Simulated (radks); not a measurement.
Values are calculated unless marked as measured or tabulated.
Spherical quantum dot in the effective-mass picture: electrons in a well V = -V0 / (1 + exp((r - R)/a)) with V0 = 9.4, R = 4.78, a = 0.17, all in effective atomic units (hartree* = m*/eps^2 hartree, bohr* = eps/m* bohr), one dielectric constant everywhere. Level of theory: non-relativistic Kohn-Sham, LDA (Slater exchange, Perdew-Wang correlation), spin-polarised, spherical densities (a radial shooting solver with Libxc functionals). Levels are named by radial order and angular momentum (1s, 1p, 1d, 2s, ...), and open shells are averaged over m.

N = 3, configuration 1s2 1p(up 1, down 0). This is the lowest configuration that the search found. Occupied and some empty levels:

level,occupation,eigenvalue (hartree*),<r> (bohr*)
1s up,1,-8.4554,2.660
1s down,1,-8.4257,2.650
1p up,1,-8.2751,2.975
1p down,0,-8.2437,2.976
1d up,0,-8.0185,3.190
1d down,0,-7.9872,3.194
2s up,0,-7.7827,2.326
2s down,0,-7.7626,2.328
1f up,0,-7.6973,3.352
1f down,0,-7.6669,3.357

Energy (hartree*): total -26.4289, kinetic 0.80290, external -28.075, Hartree 1.4598, exchange-correlation -0.61706.
